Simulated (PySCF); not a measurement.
Ti (titanium, neutral) across methods

[Ar] 3d2 4s2, high-spin 3F determinant. Computed with PySCF 2.14 in aug-cc-pVDZ-DK (7s6p4d2f, 59 functions), with scalar relativity by spin-free X2C-1e.

| method | E (hartree) | mean ε 3d α (eV) | mean ε 4s α (eV) | mean ε 4s β (eV) | Σ⟨r²⟩ (bohr²) | ⟨S²⟩ |
| --- | --- | --- | --- | --- | --- | --- |
| r2SCAN0 | -853.656 | -7.438 | -5.300 | -4.777 | 47.66 | 2.009 |
| UHF | -852.74482 | -11.979 | -6.377 | -5.752 | 49.84 | 2.008 |
| PBE | -853.480 | -5.253 | -4.591 | -4.143 | 47.30 | 2.003 |
| r2SCAN | -853.664 | -5.821 | -4.737 | -4.203 | 47.68 | 2.010 |
| PW91 | -853.741 | -5.328 | -4.638 | -4.172 | 47.22 | 2.003 |
| B3LYP | -853.739 | -6.649 | -5.049 | -4.689 | 47.16 | 2.002 |
| MN15 | -854.066 | -7.565 | -5.738 | -5.394 | 47.86 | 2.000 |
| LDA | -851.606 | -5.205 | -4.752 | -4.284 | 46.78 | 2.003 |

(1) Estimate the same row for PBE0.

Results:

(1) E (hartree) = -853.513; mean ε 3d α (eV) = -7.002; mean ε 4s α (eV) = -5.188; mean ε 4s β (eV) = -4.741; Σ⟨r²⟩ (bohr²) = 47.38; ⟨S²⟩ = 2.003.
